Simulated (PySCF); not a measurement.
A small calculation by hand: oscillator strength and radiative lifetime

methyl prop-2-enoate (C₄H₆O₂), SMILES C=CC(=O)OC.

Coordinates come from a B3LYP-D3(BJ)/def2-SVP optimisation. The values are those of a single conformer.

TDA-LC-ωPBE/def2-SVPD run with PySCF 2.14.0 puts the first singlet state with f over 0.02 at 7.05 eV (vertical), with the transition dipole (1.611, -0.279, 0.086) in atomic units.

Problem. Find the oscillator strength, the wavelength and the radiative lifetime that this transition would have in vacuum if emission retraced absorption.

Solution. 
|μ|² = 2.6806 au, so |μ| = 4.16 D. ΔE = 7.05/27.211 = 0.2591 hartree. f = (2/3) ΔE |μ|² = 0.463 (the program prints 0.463).
λ = 1239.84/7.05 = 176 nm; ν = 56862 cm⁻¹.
Einstein's coefficient A = 0.6670 ν² f s⁻¹ (ν in cm⁻¹) = 1.0e9 s⁻¹, so τ = 1/A = 1.0 ns. This state is S2; the lower singlet has f = 0.000. The figure is the radiative limit of this one transition; relaxation, internal conversion, crossing to triplets and a medium change what is measured.
